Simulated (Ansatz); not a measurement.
A run on `C[P+](C)(C)[Fe-5]([C]#[O+])([C]#[O+])([C]#[O+])[C]#[O+]` with other settings.

```yaml
crystal:
  periodic: [false, false, false]
  atoms:
    - {symbol: C, position_ang: [-1.802570, 0.359683, 0.909213]}
    - {symbol: P, position_ang: [-0.303934, -0.340625, 0.340565]}
    - {symbol: C, position_ang: [-0.836944, -1.902907, -0.235039]}
    - {symbol: C, position_ang: [0.497554, -0.767037, 1.835738]}
    - {symbol: Fe, position_ang: [0.823386, 0.880480, -0.974511]}
    - {symbol: C, position_ang: [0.882823, 2.015120, 0.298103]}
    - {symbol: O, position_ang: [0.906511, 2.727723, 1.132196]}
    - {symbol: C, position_ang: [0.700634, -0.325577, -2.178919]}
    - {symbol: O, position_ang: [0.617363, -1.104567, -2.945677]}
    - {symbol: C, position_ang: [2.518256, 0.745216, -0.978441]}
    - {symbol: O, position_ang: [3.614172, 0.675928, -0.998582]}
    - {symbol: C, position_ang: [0.011394, 1.992390, -1.972093]}
    - {symbol: O, position_ang: [-0.491256, 2.718235, -2.625380]}
    - {symbol: H, position_ang: [-2.299402, -0.283539, 1.572675]}
    - {symbol: H, position_ang: [-2.420833, 0.558706, 0.087529]}
    - {symbol: H, position_ang: [-1.604108, 1.267177, 1.393488]}
    - {symbol: H, position_ang: [-0.009426, -2.485031, -0.505599]}
    - {symbol: H, position_ang: [-1.379962, -2.401667, 0.510450]}
    - {symbol: H, position_ang: [-1.442984, -1.784242, -1.080877]}
    - {symbol: H, position_ang: [-0.121386, -1.350811, 2.449605]}
    - {symbol: H, position_ang: [0.768321, 0.104587, 2.349932]}
    - {symbol: H, position_ang: [1.372372, -1.299242, 1.615594]}
basis:
  gaussian: {orbitals: x2c-TZVPPall}
magnetization: {spin_polarized: true, initial_magnetization: 0}
hamiltonian: {xc: {name: PBE-QIDH}}
```

```sh
$ ansatz run in.yaml --threads 11 --pin off --events-out ev --progress --plain --max-ram 110592MiB --backend cuda --devices 0, --max-vram 75GiB
```

Shortened log:

```
Functional definition: PBE-QIDH
3552 factors; integrals over basis functions are off by at most 1.2e-3 eV
mean field evaluation 1: about -59462.9607 eV, gradient 8.6e1 eV
mean field evaluation 2: about -59463.9373 eV, gradient 8.6e1 eV
mean field evaluation 4: about -59473.8972 eV, gradient 6.6e1 eV
mean field evaluation 8: about -59484.2108 eV, gradient 1.3e0 eV
mean field evaluation 16: about -59484.2361 eV, gradient 2.2e-2 eV
mean field -59484.23607435 eV, -2186.0053558692 hartree, gradient 8.7e-6 eV, S^2 0.000000; 4 other end points of the search recorded, 0 dependent functions left out
21 core orbitals not correlated: weight in the atoms' cores, before any rotation towards them, 1.000 or more for the frozen orbitals, at most 0.000 for the correlated occupied ones
reference -59484.23609039 eV, -2186.0053564585 hartree; 41, 41 occupied and 511, 511 virtual orbitals, 3552 factors
second order -105.15691531 eV of doubles, -0.00000000 eV of singles
Total energy: -59519.28839550 eV, -2187.2935049118 hartree
Relativity: scalar
```

Run time 9 s (11 threads of an AMD EPYC 7R13 on a shared host and a whole NVIDIA H100 80 GB); peak host memory 3.8 GiB.
